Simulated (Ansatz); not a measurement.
```yaml
crystal:
  periodic: [false, false, false]
  atoms:
    - {symbol: C, position_ang: [2.322932, 0.949280, 0.892924]}
    - {symbol: C, position_ang: [1.053182, 1.635528, 1.008099]}
    - {symbol: N, position_ang: [0.035653, 2.163201, 1.095035]}
    - {symbol: B, position_ang: [-0.769355, -0.830999, -0.291396]}
    - {symbol: C, position_ang: [-0.103518, -0.447212, -1.659618]}
    - {symbol: C, position_ang: [-2.265405, -0.487738, 0.040973]}
    - {symbol: O, position_ang: [0.024295, -1.472473, 0.622598]}
    - {symbol: H, position_ang: [2.140486, -0.125530, 0.837222]}
    - {symbol: H, position_ang: [2.949356, 1.169042, 1.758648]}
    - {symbol: H, position_ang: [2.841813, 1.272619, -0.010652]}
    - {symbol: H, position_ang: [-0.576417, -1.009637, -2.472820]}
    - {symbol: H, position_ang: [-0.273662, 0.608982, -1.890090]}
    - {symbol: H, position_ang: [0.968994, -0.649746, -1.695570]}
    - {symbol: H, position_ang: [-2.921032, -0.590018, -0.827415]}
    - {symbol: H, position_ang: [-2.305910, 0.567690, 0.337197]}
    - {symbol: H, position_ang: [-2.690094, -1.071352, 0.863617]}
    - {symbol: H, position_ang: [-0.450417, -1.681936, 1.431449]}
basis:
  gaussian: {orbitals: cc-pVTZ-DK, final_grid: {core_spheres: 1, valence_spheres: 1, degree: 1}}
magnetization: {spin_polarized: true, initial_magnetization: 0}
hamiltonian: {xc: {name: r2SCAN}}
scf: {lower_state_search: off}
output: {forces: true}
```

```sh
$ ansatz run in.yaml --threads 4 --pin off --events-out ev --progress --plain --max-ram 11315MiB
```

It prints (some lines left out):

```
Functional definition: r2SCAN
1818 factors; their error is unknown
mean field evaluation 1: about -8508.3022 eV, gradient 7.0e1 eV
mean field evaluation 2: about -8492.4657 eV, gradient 9.0e1 eV
mean field evaluation 4: about -8528.0086 eV, gradient 8.6e0 eV
mean field evaluation 16: about -8708.4426 eV, gradient 1.9e1 eV
mean field evaluation 32: about -8814.7174 eV, gradient 2.8e1 eV
mean field evaluation 64: about -8858.8931 eV, gradient 3.6e1 eV
a density is far from that of the atoms, so the factors are made again for it
3419 factors; integrals over basis functions are off by at most 1.1e-4 eV
mean field evaluation 96: about -8867.7879 eV, gradient 6.7e0 eV
mean field -8894.57042992 eV, -326.8694343431 hartree, gradient 2.2e-6 eV, S^2 9.948387; 0 other end points of the search recorded, 0 dependent functions left out
reference -8894.57053029 eV, -326.8694380317 hartree; 27, 27 occupied and 323, 323 virtual orbitals, 3419 factors
Total energy: -8894.57053029 eV, -326.8694380317 hartree
Relativity: scalar
Atom 0 at     2.322932     0.949280     0.892924 Å, force   -50.260900    16.880447   -50.504557 eV/Å
Atom 1 at     1.053182     1.635528     1.008099 Å, force     5.685515    16.609362    -9.497597 eV/Å
Atom 2 at     0.035653     2.163201     1.095035 Å, force    31.958755   -32.910821    15.211486 eV/Å
Atom 3 at    -0.769355    -0.830999    -0.291396 Å, force     1.563976    -8.747205     1.844145 eV/Å
Atom 4 at    -0.103518    -0.447212    -1.659618 Å, force   -28.162321   -37.635244    15.376651 eV/Å
Atom 5 at    -2.265405    -0.487738     0.040973 Å, force    16.478040   -25.784140    33.905137 eV/Å
Atom 6 at     0.024295    -1.472473     0.622598 Å, force   -62.653599    23.981446   -21.476445 eV/Å
Atom 7 at     2.140486    -0.125530     0.837222 Å, force    11.945315    43.732561    21.052268 eV/Å
Atom 8 at     2.949356     1.169042     1.758648 Å, force    -8.588151   -31.439382     8.286130 eV/Å
Atom 9 at     2.841813     1.272619    -0.010652 Å, force    -3.894546   -24.432185    18.260960 eV/Å
Atom 10 at    -0.576417    -1.009637    -2.472820 Å, force    14.659425    27.155455    23.899587 eV/Å
Atom 11 at    -0.273662     0.608982    -1.890090 Å, force     6.818186   -22.470475    14.462447 eV/Å
Atom 12 at     0.968994    -0.649746    -1.695570 Å, force    -5.459655    16.563406     1.908738 eV/Å
Atom 13 at    -2.921032    -0.590018    -0.827415 Å, force     8.167225     8.890945    -1.058028 eV/Å
Atom 14 at    -2.305910     0.567690     0.337197 Å, force     7.876344   -24.278505   -19.317225 eV/Å
Atom 15 at    -2.690094    -1.071352     0.863617 Å, force    22.324374    19.454130   -22.137279 eV/Å
Atom 16 at    -0.450417    -1.681936     1.431449 Å, force    31.542018    34.430205   -30.216420 eV/Å
Dipole moment:     0.520987     1.822391     1.525232 e Å
Checks for a lower state left out: stability, starts, cluster_reference, orbital_swaps, neighbouring_geometries, increment
```

Question: Something in this input is off. What?

Answer: The integration grid is far too coarse. The calculation finished and met its thresholds. The result belongs to that input, not to the molecule as meant.
